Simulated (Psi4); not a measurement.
sulfur trioxide (O3S), singlet, at a GFN2-xTB geometry; HF/def2-SVP in Psi4.

Input for Psi4:
```
memory 2 GB

molecule {
0 1
  O    -0.69178694   -1.23678958   -0.04601210
  S    -0.00000000    0.00000000   -0.00000000
  O    -0.72514024    1.21840142   -0.00209182
  O     1.41692719    0.01838817    0.04810392
}

set basis def2-svp
set scf_type pk
set puream true
set d_convergence 1e-8

energy('scf')
print_variables()
```

It wrote (shortened):

```
   => Loading Basis Set <=

    Name: DEF2-SVP
    Role: ORBITAL
    Keyword: BASIS

         ---------------------------------------------------------
                                   SCF
               by Justin Turney, Rob Parrish, Andy Simmonett
                          and Daniel G. A. Smith
                              RHF Reference
         ---------------------------------------------------------

  ==> Geometry <==

    Molecular point group: c2v
    Full point group: C2v

    Geometry (in Angstrom), charge = 0, multiplicity = 1:

       Center              X                  Y                   Z               Mass
    ------------   -----------------  -----------------  -----------------  -----------------
         O           -0.000000000000     0.000000000000    -1.417862742515    15.994914619570
         S            0.000000000000     0.000000000000    -0.000000002721    31.972071174400
         O           -1.227905155861    -0.000000000000     0.708931373977    15.994914619570
         O            1.227905155861     0.000000000000     0.708931373977    15.994914619570

  Running in c2v symmetry.

  Rotational constants: A =      0.34951  B =      0.34951  C =      0.17475 [cm^-1]
  Rotational constants: A =  10477.93335  B =  10477.93335  C =   5238.96668 [MHz]
  Nuclear repulsion =  184.689248723008291

  Charge       = 0
  Multiplicity = 1
  Electrons    = 40
  Nalpha       = 20
  Nbeta        = 20

  ==> Algorithm <==

  SCF Algorithm Type is PK.
  DIIS enabled.
  MOM disabled.
  Fractional occupation disabled.
  Guess Type is SAD.
  Energy threshold   = 1.00e-06
  Density threshold  = 1.00e-08
  Integral threshold = 1.00e-12

  ==> Primary Basis <==

  Basis Set: DEF2-SVP
    Blend: DEF2-SVP
    Number of shells: 26
    Number of basis functions: 60
    Number of Cartesian functions: 64
    Spherical Harmonics?: true
    Max angular momentum: 2

  ==> Integral Setup <==

  Using in-core PK algorithm.
   Calculation information:
      Number of atoms:                   4
      Number of AO shells:              26
      Number of primitives:             54
      Number of atomic orbitals:        64
      Number of basis functions:        60

      Integral cutoff                 1.00e-12
      Number of threads:                 1

  Performing in-core PK
  Using 3350730 doubles for integral storage.
  We computed 59080 shell quartets total.
  Whereas there are 61776 unique shell quartets.

  ==> DiskJK: Disk-Based J/K Matrices <==

    J tasked:                  Yes
    K tasked:                  Yes
    wK tasked:                  No
    Schwarz Cutoff:          1E-12

  Minimum eigenvalue in the overlap matrix is 1.4623428557E-02.
  Reciprocal condition number of the overlap matrix is 4.0110334168E-03.
    Using symmetric orthogonalization.

  ==> Pre-Iterations <==

  SCF Guess: Superposition of Atomic Densities via on-the-fly atomic UHF (no occupation information).

   -------------------------
    Irrep   Nso     Nmo
   -------------------------
     A1        26      26
     A2         6       6
     B1        17      17
     B2        11      11
   -------------------------
    Total      60      60
   -------------------------

  ==> Iterations <==

                        Total Energy        Delta E     RMS |[F,P]|

   @RHF iter SAD:  -621.81273319594447   -6.21813e+02   0.00000e+00
   @RHF iter   1:  -621.46294720605044    3.49786e-01   2.17261e-02 ADIIS/DIIS
   @RHF iter   2:  -621.57446566705289   -1.11518e-01   1.55468e-02 ADIIS/DIIS
   @RHF iter   3:  -621.67252122335242   -9.80556e-02   1.30661e-03 ADIIS/DIIS
   @RHF iter   4:  -621.67340631849436   -8.85095e-04   2.18842e-04 ADIIS/DIIS
   @RHF iter   5:  -621.67345303391869   -4.67154e-05   5.93638e-05 DIIS
   @RHF iter   6:  -621.67345775101808   -4.71710e-06   1.23485e-05 DIIS
   @RHF iter   7:  -621.67345797379903   -2.22781e-07   1.68506e-06 DIIS
   @RHF iter   8:  -621.67345797674227   -2.94324e-09   1.80475e-07 DIIS
   @RHF iter   9:  -621.67345797677365   -3.13776e-11   2.95326e-08 DIIS
   @RHF iter  10:  -621.67345797677444   -7.95808e-13   6.83960e-09 DIIS
  Energy and wave function converged.

  ==> Post-Iterations <==

    Orbital Energies [Eh]
    ---------------------

    Doubly Occupied:

[...]
    Virtual:

[...]
      26A1     3.789181

    Final Occupation by Irrep:
             A1    A2    B1    B2
    DOCC [    10,    1,    6,    3 ]
    NA   [    10,    1,    6,    3 ]
    NB   [    10,    1,    6,    3 ]

  @RHF Final Energy:  -621.67345797677444

   => Energetics <=

    Nuclear Repulsion Energy =            184.6892487230082907
    One-Electron Energy =               -1223.0263271119858928
    Two-Electron Energy =                 416.6636204122032723
    Total Energy =                       -621.6734579767744435

Computation Completed

Properties will be evaluated at   0.000000,   0.000000,   0.000000 [a0]

Properties computed using the SCF density matrix

 Multipole Moments:

 ------------------------------------------------------------------------------------
     Multipole            Electronic (a.u.)      Nuclear  (a.u.)        Total (a.u.)
 ------------------------------------------------------------------------------------

 L = 1.  Multiply by 2.5417464519 to convert [e a0] to [Debye]
 Dipole X            :          0.0000000            0.0000000            0.0000000
 Dipole Y            :          0.0000000            0.0000000            0.0000000
 Dipole Z            :         -0.0000000           -0.0000000           -0.0000000
 Magnitude           :                                                    0.0000000

 ------------------------------------------------------------------------------------

  Variable Map:
  ----------------------------------------------------------------------------
[...]
  Array Variable Map:
  ----------------------------------------------------------------------------
[...]
[...]
```
